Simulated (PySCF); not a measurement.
**Distorted geometries of [Gd(CH3)2]+**

[Gd(CH3)2]+ (singlet in the valence; each metal's 4f electrons, 7 of them, lie in its core potential, out of spins and levels). PySCF 2.14.0, RKS TPSS, Gd lcecp-1-SVP with ECP53, C def2-SVP, H def2-SVP; non-relativistic Hamiltonian with scalar-relativistic core potentials where named; density fitting; no spin-orbit coupling. Relaxed geometry:

```xyz
9

Gd    1.3206    0.7016    0.0018
C     0.0123    0.0056    1.7661
H    -0.8957   -0.5264    1.4156
H     0.5662   -0.6850    2.4394
H    -0.3232    0.8619    2.3916
C     0.0232    0.0152   -1.7772
H    -0.9959    0.4530   -1.7119
H     0.4452    0.2859   -2.7678
H    -0.1103   -1.0883   -1.7577
```

Problem. Order these distorted geometries by energy above the relaxed one, lowest first.
A.
```xyz
9

Gd    1.3376    0.6081   -0.0933
C    -0.0948   -0.0770    1.9135
H    -0.7427   -0.5881    1.5738
H     0.3230   -0.9043    2.2518
H    -0.2951    1.0039    2.5018
C     0.1500   -0.1898   -1.7162
H    -0.8832    0.6821   -1.5016
H     0.4491    0.4560   -3.0540
H    -0.2015   -0.9676   -1.8759
```
B.
```xyz
9

Gd    1.2996    0.7352   -0.0005
C     0.0602   -0.0274    1.7373
H    -0.9301   -0.5007    1.4194
H     0.5079   -0.6992    2.4412
H    -0.3503    0.8928    2.3820
C     0.0630    0.0041   -1.7789
H    -0.9751    0.4666   -1.6635
H     0.4500    0.2411   -2.8204
H    -0.0827   -1.0891   -1.7166
```
C.
```xyz
9

Gd    1.2703    0.6484    0.1294
C     0.1414    0.0216    1.8931
H    -0.7836   -0.5130    1.3481
H     0.5289   -0.5046    2.2754
H    -0.2880    0.8513    2.3366
C     0.2095   -0.0244   -1.6463
H    -1.3961    0.1908   -1.7176
H     0.5403    0.1345   -2.9096
H    -0.1802   -0.7814   -1.7090
```

Solution. B (0.19 eV), A (6.07 eV), C (9.14 eV).

Problem. Which forces (eV/Å) act in the one that lies 9.14 eV up?

Solution. 
```
Gd    1.86   1.39  -0.10
C   -18.81  20.08 -19.55
H     1.55   0.78   0.93
H    17.14 -23.39  18.17
H    -0.86   1.92   1.78
C     3.35  15.55  -4.17
H     3.53   0.65   0.26
H    -0.80   0.07   3.55
H    -6.95 -17.05  -0.88
```
Forces carry noise of the integration grid, about 0.01 to 0.03 eV/Å.

No frequency check is given that shows the relaxed geometry to be a minimum. An lcecp potential fixes the number of 4f electrons, so in runs with it no electron can move into or out of that shell.
